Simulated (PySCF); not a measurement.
Gas-phase reaction: InCl2 + Cl → InCl3, at 1400 K and a standard pressure of 1 bar. Level: MP2/def2-TZVPP†.

Computed with PySCF and rigid-rotor harmonic-oscillator thermochemistry at 1 bar. † marks an energy on the PBE0/def2-TZVP geometry and frequencies. MP2 freezes the core. Open shells (unrestricted): InCl2 (multiplicity 2), Cl (multiplicity 2, electronic degeneracy 6); the rest are closed-shell singlets. Spin-orbit splitting is ignored; it lowers the true energy and changes the entropy of Cl. In: scalar-relativistic def2 core potential, no spin-orbit coupling. InCl2: computed as isolated molecules; such fragments, hydroxides, amides, oligomers or adducts are transient or little studied in the gas. MP2 isn't extrapolated to the basis-set limit; its ΔH°(298 K) is -355.1 kJ in def2-SVP and -374.5 kJ in def2-TZVPP. The harmonic model lacks anharmonicity and excited electronic states, which grow with temperature; levels with a mode under 35 cm⁻¹ are left out. Soft modes under 120 cm⁻¹ make the harmonic entropy rough for InCl2, InCl3.

| species | E (Ha) | H(1400 K) − E (kJ/mol) | S°(1400 K) (J/mol/K) |
|---|---|---|---|
| InCl2 | -1108.96927 | 81.7 | 402.4 |
| Cl | -459.63530 | 29.1 | 200.4 |
| InCl3 | -1568.74809 | 116.9 | 466.2 |
E: electronic energy; H − E holds the zero-point and thermal terms. 1 Ha = 2625.5 kJ/mol.

Q: Work out ΔH°, ΔS°, ΔG° and log10 K from these numbers.

A: 1. ΔE = 1×(-1568.74809) − 1×(-1108.96927) − 1×(-459.63530) = -0.14352 Ha = -376.8 kJ.
2. Δ(H − E) = 1×(116.9) − 1×(81.7) − 1×(29.1) = 6.1 kJ, so ΔH° = -370.7 kJ.
3. ΔS° = 1×(466.2) − 1×(402.4) − 1×(200.4) = -136.6 J/K; the number of gas molecules changes by -1.
4. ΔG° = ΔH° − TΔS° = -370.7 − 1400×(-136.6)/1000 = -179.5 kJ.
5. log10 K = −ΔG°/(RT ln 10) = 6.70, with RT ln 10 = 26.80 kJ/mol; at standard pressures the products are favoured.
6. A shift of 10 kJ in ΔE would move log10 K by 0.37 here.
For scale, ΔH°(298 K) is -374 kJ at this level, -365 kJ at ωB97M-V/def2-TZVP†, and runs from -402 to -263 kJ over the 18 levels computed.
